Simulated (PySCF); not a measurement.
Polarisability and C₆ of K⁺ (potassium, charge +1)

[Ar], closed-shell 1S. Calculation: PySCF 2.14, in x2c-TZVPPall with one added diffuse shell each of s, p, d type (7s5p4d, 42 functions); scalar relativity by spin-free X2C-1e. Coupled (time-dependent) response in atomic units; α is the mean over directions.

```csv
method,mean α (bohr³),C₆ (like pair),S(−4)
UHF,5.192,21.84,4.911
PBE,5.390,22.60,5.716
PBE0,5.296,22.20,5.357
HSE06,5.299,22.21,5.359
TPSS,5.330,22.45,5.471
```

S(−4) is the Cauchy moment in α(ω) = α(0) + S(−4) ω² + …

α(iu) at UHF:

```
u (hartree)  α(iu) (bohr³)
          0          5.192
     0.0500          5.180
      0.100          5.143
      0.200          5.004
      0.300          4.789
      0.500          4.223
      0.750          3.455
       1.00          2.775
       1.50          1.804
       2.00          1.225
       3.00         0.6484
       5.00         0.2632
```

A single London oscillator, α(iu) = α/(1 + u²/ω²), gives C₆ = (3/4) ω α². Matching the computed C₆ needs ω = 4 × 21.84 / (3 × 5.192²) = 1.08 hartree.

For an ion, C₆ is the dispersion term alone; charge-induced terms of lower order in 1/R come first.
